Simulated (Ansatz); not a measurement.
`[NH2][Zr]([NH2])([F])[Cl]` + HI → `[NH2][Zr]([F])([Cl])[I]` + NH₃ at 600 K and 1 bar (ligand exchange at a Zr–N bond).

Program: Ansatz. Geometries: PBE0-D4/def2-TZVP. ΔE: electronic, gas phase. CCSD(T)/CBS is the MP2 limit (def2-TZVPP, def2-QZVPP) plus CCSD(T) − MP2 in def2-TZVPP, frozen cores. This one scheme is used for every species. Elements past krypton have def2 core potentials. For I, Zr outer-core shells are correlated without core-valence functions, which leaves a few kJ/mol of doubt a bond. Each species was taken in one conformer, which may not be the lowest.

```json
{"species": "`[NH2][Zr]([NH2])([F])[Cl]`", "CCSD(T)/CBS energy (Eh)": "-718.61569", "H − E (kJ/mol)": "206.4", "S (J/(mol·K))": "486.7"}
{"species": "HI", "CCSD(T)/CBS energy (Eh)": "-298.03592", "H − E (kJ/mol)": "31.6", "S (J/(mol·K))": "227.0"}
{"species": "`[NH2][Zr]([F])([Cl])[I]`", "CCSD(T)/CBS energy (Eh)": "-960.17881", "H − E (kJ/mol)": "136.5", "S (J/(mol·K))": "489.6"}
{"species": "NH₃", "CCSD(T)/CBS energy (Eh)": "-56.50880", "H − E (kJ/mol)": "112.4", "S (J/(mol·K))": "219.5"}
```

H − E and S are ideal-gas, rigid-rotor, harmonic terms from PBE0-D4/def2-TZVP, for one conformer and one mirror image of each species. 1 Eh = 2625.50 kJ/mol, R = 8.31446 J/(mol·K).

**Question.** By hand: ΔE, ΔH, ΔS and ΔG.

**Answer.** ΔE = (-960.17881) + (-56.50880) − (-718.61569) − (-298.03592) = -0.03600 Eh = -94.5 kJ/mol. Δ(H − E) = 136.5 + 112.4 − 206.4 − 31.6 = 10.9, so ΔH = -83.6 kJ/mol. ΔS = 489.6 + 219.5 − 486.7 − 227.0 = -4.6 J/(mol·K). ΔG = -83.6 − 600 × (-4.6)/1000 = -80.8 kJ/mol.

**Question.** By hand: the equilibrium constant, and the temperature at which ΔG would vanish if ΔH and ΔS stayed fixed.

**Answer.** log₁₀ K = −ΔG/(RT ln 10) = 7.0. ΔG = 0 at ΔH/ΔS = 18174 K, far beyond where these terms or the molecules hold.

The number of gas molecules stays the same, so ΔS is small and ΔH decides. A doubt of 5 kJ/mol in ΔE shifts log₁₀ K by 0.4 here. Other conformers and mirror images would add mixing entropy, several J/(mol·K) or more a flexible species. These are equilibria of isolated gas molecules and say nothing of rates. Largest T1 diagnostic: 0.016 (customary marks: 0.02 for closed shells, 0.045 for open ones).
